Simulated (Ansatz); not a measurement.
One change: `C=C(CC)C(C)C` becomes `C=C(S)CC`.

Ansatz, PBE0-D4/def2-TZVP geometries, multiplicity 1. Each molecule was computed in one conformer, which needn't be the lowest.

| property | `C=C(CC)C(C)C` |
| --- | --- |
| HOMO–LUMO gap (B3LYP/def2-TZVPP) / eV | 7.05 |
| LUMO energy (B3LYP/def2-TZVPP) / eV | 0.25 |
| HOMO energy (PBE/def2-TZVPP) / eV | -5.91 |
| HOMO–LUMO gap (PBE/def2-TZVPP) / eV | 5.39 |
| HOMO–LUMO gap (ωB97M-V/def2-TZVPP) / eV | 11.76 |
| HOMO–LUMO gap (PBE0/def2-TZVPP) / eV | 7.51 |

Task: What does the change do to each property? (An estimate is asked.)

Result: Computed: 
```tsv
property	`C=C(S)CC`	shift
HOMO–LUMO gap (B3LYP/def2-TZVPP) / eV	6.02	-1.03
LUMO energy (B3LYP/def2-TZVPP) / eV	-0.23	-0.48
HOMO energy (PBE/def2-TZVPP) / eV	-5.38	0.53
HOMO–LUMO gap (PBE/def2-TZVPP) / eV	4.42	-0.97
HOMO–LUMO gap (ωB97M-V/def2-TZVPP) / eV	10.60	-1.16
HOMO–LUMO gap (PBE0/def2-TZVPP) / eV	6.48	-1.03
```

With PBE0 the HOMO rises by 0.54 eV and the LUMO falls by 0.49 eV, so the gap narrows by about 1.03 eV. PBE moves the HOMO by 0.53 eV and ωB97M-V by 0.65 eV.

Positive LUMOs are unbound, so they and the gaps depend on the basis.

B3LYP here is the variant with VWN-RPA as its local correlation; programs differ in this.
